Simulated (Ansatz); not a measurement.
In₄Sb₅H₁₆⁺, a cluster cut from zinc blende InSb (hydrogen-capped): single points at one geometry.

```yaml
crystal:
  periodic: [false, false, false]
  atoms:
    - {symbol: Sb, position_ang: [0.311950, -3.104611, 0.053393]}
    - {symbol: Sb, position_ang: [0.306886, 0.052290, -3.103245]}
    - {symbol: Sb, position_ang: [-2.774547, -0.006379, -0.002731]}
    - {symbol: Sb, position_ang: [0.304800, -0.053620, 3.102563]}
    - {symbol: Sb, position_ang: [0.298844, 3.104614, -0.052272]}
    - {symbol: In, position_ang: [-1.422424, -1.802418, -1.797819]}
    - {symbol: In, position_ang: [2.198156, -2.023446, 2.026886]}
    - {symbol: In, position_ang: [2.187650, 2.036476, -2.030896]}
    - {symbol: In, position_ang: [-1.431891, 1.793041, 1.796109]}
    - {symbol: H, position_ang: [1.131168, -4.226195, -0.924818]}
    - {symbol: H, position_ang: [-0.715452, -4.234627, 0.798990]}
    - {symbol: H, position_ang: [1.128733, -0.924849, -4.223926]}
    - {symbol: H, position_ang: [-0.723347, 0.792771, -4.234110]}
    - {symbol: H, position_ang: [-3.901802, -0.905117, 0.893800]}
    - {symbol: H, position_ang: [-3.901553, 0.889740, -0.902184]}
    - {symbol: H, position_ang: [-0.722716, -0.802403, 4.230380]}
    - {symbol: H, position_ang: [1.118955, 0.926698, 4.226037]}
    - {symbol: H, position_ang: [-0.730852, 4.235786, -0.792923]}
    - {symbol: H, position_ang: [1.116443, 4.223967, 0.929915]}
    - {symbol: H, position_ang: [-2.462158, -2.765937, -2.763484]}
    - {symbol: H, position_ang: [2.320267, -3.227288, 3.232741]}
    - {symbol: H, position_ang: [3.253820, -1.069409, 1.075444]}
    - {symbol: H, position_ang: [2.291920, 3.241404, -3.237191]}
    - {symbol: H, position_ang: [3.256812, 1.093956, -1.083659]}
    - {symbol: H, position_ang: [-2.476862, 2.753256, 2.759402]}
basis:
  gaussian: {orbitals: def2-TZVP, fitting: {mean_field: def2-universal-jkfit}, initial_orbitals: start.molden}
total_charge: 1
hamiltonian: {xc: {name: CAM-B3LYP}, dispersion: d4}
scf: {omitted_lower_state_checks: [starts]}
output: {orbitals: {seedname: orbitals}}
```

The file start.molden holds the orbitals of an earlier run on this structure, at another level or in another basis.

```sh
$ ansatz run in.yaml --threads 2 --pin off --events-out ev --progress --plain --max-ram 32768MiB --backend cuda --devices 0, --max-vram 18GiB
```

Shortened log:

```
Functional definition: CAM-B3LYP
2250 factors; integrals over basis functions are off by at most 6.9e-1 eV
2250 factors; integrals over basis functions are off by at most 4.3e-6 eV
mean field evaluation 1: about -53636.1020 eV, gradient 9.6e0 eV
mean field evaluation 2: about -53636.2565 eV, gradient 1.8e-1 eV
mean field evaluation 4: about -53636.2602 eV, gradient 3.0e-4 eV
mean field -53636.26017449 eV, -1971.0962054497 hartree, gradient 1.6e-5 eV, S^2 0.000000; 0 other end points of the search recorded, 0 dependent functions left out
reference -53636.26046754 eV, -1971.0962162191 hartree; 107, 107 occupied and 439, 439 virtual orbitals, 2250 factors
Total energy: -53637.53068343 eV, -1971.1428957921 hartree
Checks for a lower state left out: starts
```

It took 13 s on 2 threads of AMD EPYC 7R13 on a shared host and a share (18 GiB) of an NVIDIA H100 80GB HBM3, peak host memory 1 GiB.

First input, but with `gaussian: {orbitals: def2-SVP, initial_orbitals: start.molden}`, `hamiltonian: {xc: pbe, dispersion: d4}` (abridged; 13 s):

```
Functional definition: PBE
mean field -53637.17285001 eV, -1971.1297456565 hartree, gradient 8.2e-5 eV, S^2 0.000000
Total energy: -53638.43063710 eV, -1971.1759684791 hartree
Checks for a lower state left out: starts
```

The first input with `gaussian: {orbitals: def2-TZVP, initial_orbitals: start.molden}`, `correlation: {method: mp2}` and without the key `hamiltonian` (abridged; 13 s):

```
Functional definition: HF
mean field -53397.06673240 eV, -1962.3060085838 hartree, gradient 2.0e-6 eV, S^2 0.000000
36 core orbitals not correlated: weight in the atoms' cores, before any rotation towards them, 1.000 or more for the frozen orbitals, at most 0.000 for the correlated occupied ones
second order -79.80793666 eV of doubles, -0.00000000 eV of singles
Total energy: -53476.87466906 eV, -1965.2388961605 hartree
Checks for a lower state left out: starts
```

First input, but with `hamiltonian: {xc: pbe0, dispersion: d4}`, `output: {forces: true, orbitals: {seedname: orbitals}}` (abridged; 15 s):

```
Functional definition: PBE0
mean field -53641.59476224 eV, -1971.2922479336 hartree, gradient 3.8e-5 eV, S^2 0.000000
Total energy: -53642.74601493 eV, -1971.3345556897 hartree
Atom 0 force    -0.063892    -0.120447    -0.032127 eV/Å
Atom 1 force    -0.062149    -0.033215    -0.118419 eV/Å
Atom 2 force    -0.102817    -0.000829     0.001167 eV/Å
Atom 3 force    -0.063994     0.031304     0.119406 eV/Å
Atom 4 force    -0.062474     0.118699     0.034066 eV/Å
Atom 5 force     0.068498     0.055937     0.050245 eV/Å
Atom 6 force    -0.029941     0.022812    -0.019900 eV/Å
Atom 7 force    -0.033648    -0.019488     0.018392 eV/Å
Atom 8 force     0.068462    -0.052475    -0.052954 eV/Å
Atom 9 force    -0.053883     0.105792     0.072529 eV/Å
Atom 10 force     0.079345     0.106859    -0.053542 eV/Å
Atom 11 force    -0.054383     0.072429     0.106207 eV/Å
Atom 12 force     0.079653    -0.053200     0.107567 eV/Å
Atom 13 force     0.109104     0.065755    -0.065590 eV/Å
Atom 14 force     0.109436    -0.065503     0.065642 eV/Å
Atom 15 force     0.078700     0.054614    -0.106773 eV/Å
Atom 16 force    -0.053564    -0.072923    -0.106319 eV/Å
Atom 17 force     0.079526    -0.107596     0.052916 eV/Å
Atom 18 force    -0.053720    -0.105753    -0.073009 eV/Å
Atom 19 force     0.051313     0.050577     0.052941 eV/Å
Atom 20 force    -0.012699     0.068924    -0.070115 eV/Å
Atom 21 force    -0.058570    -0.043008     0.041590 eV/Å
Atom 22 force    -0.009914    -0.067410     0.067882 eV/Å
Atom 23 force    -0.059653     0.039778    -0.040294 eV/Å
Atom 24 force     0.051264    -0.051634    -0.051507 eV/Å
Dipole moment:    -0.117141    -0.002222     0.001135 e Å
Checks for a lower state left out: starts
```

First input, but with `hamiltonian: {xc: r2scan, dispersion: d4}` (abridged; 12 s):

```
Functional definition: r2SCAN
mean field -53661.45991420 eV, -1972.0222788028 hartree, gradient 9.2e-6 eV, S^2 0.000000
Total energy: -53661.79082661 eV, -1972.0344396098 hartree
Checks for a lower state left out: starts
```

Geometry: r2SCAN-D4/def2-SVP.

In the def2 sets In, Sb take a core potential; there is no spin–orbit coupling. Correlated methods freeze 36 core orbitals; core or outer-core shells of Sb, In are correlated, in sets that lack core-valence functions. Single mean-field runs in def2-TZVP are fitted with def2-universal-jkfit.
